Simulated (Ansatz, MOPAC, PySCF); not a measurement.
Complex: NH3 (SMILES N) (first 4 atoms) with PH3 (SMILES P); geometry from B3LYP-D3(BJ)/def2-TZVP, rigid monomers moved along the line of their centres of mass till N1···P5 is 5.80 Å.
(charge 0, multiplicity 1):
```xyz
8

N     -0.0643    -0.1165     0.0765
H     -0.9063    -0.6806     0.0766
H     -0.3421     0.8358    -0.1314
H      0.5202    -0.4387    -0.6864
P     -0.0373     0.8666     5.7942
H      1.2082     1.3667     5.3464
H      0.3217     0.9389     7.1695
H      0.3504    -0.4883     5.6673
```

Monomers are frozen at their geometry in the pair; levels with a basis set take the counterpoise correction. Rows marked so take none.

Cores are frozen in the correlated methods. CBS(a, b) extrapolates the correlation energy as X⁻³ and adds the Hartree–Fock energy of set b. Rows in 3-21G, 6-311+G**, 6-31G*, STO-3G carry no dispersion term and start afresh at each structure (6-31G* with six Cartesian d functions). MP2/6-31G* freezes PySCF's default core. The state that AM1, PM6, PM7 reach isn't checked; PM7 holds dispersion and hydrogen-bond terms.

Run with Ansatz (Gaussian basis) for Hartree–Fock, density functionals and correlated methods; MOPAC for AM1, PM6, PM7 (differences of heats of formation); PySCF for 3-21G rows, 6-311+G** rows, 6-31G* rows, STO-3G rows, the dispersion terms. Values without a source in brackets are computed.

Other levels give for the interaction energy: PBE/def2-TZVPPD -0.13; B3LYP/def2-TZVPPD -0.09; B3LYP-D3(BJ)/def2-TZVPPD -0.15; wB97M-V/def2-TZVPPD -0.17; CCSD(T)/CBS(aug-cc-pV(D+d)Z, aug-cc-pV(T+d)Z) -0.17 kcal/mol.

Common cheap choices:

| level | interaction energy (kcal/mol) | less -0.17 (CCSD(T)/CBS(aug-cc-pV(D+d)Z, aug-cc-pV(T+d)Z)) |
|---|---|---|
| AM1 | -0.03 | 0.13 |
| PM6 | -0.08 | 0.09 |
| PM7 | -0.31 | -0.15 |
| HF/STO-3G (no counterpoise) | -0.07 | 0.10 |
| HF/6-31G* (no counterpoise) | -0.16 | 0.00 |
| B3LYP/3-21G (no counterpoise) | -0.15 | 0.02 |
| B3LYP/6-311+G** (no counterpoise) | -0.13 | 0.04 |
| MP2/6-31G* (no counterpoise) | -0.17 | -0.01 |

Ansatz is a quantum-chemistry and plane-wave program.
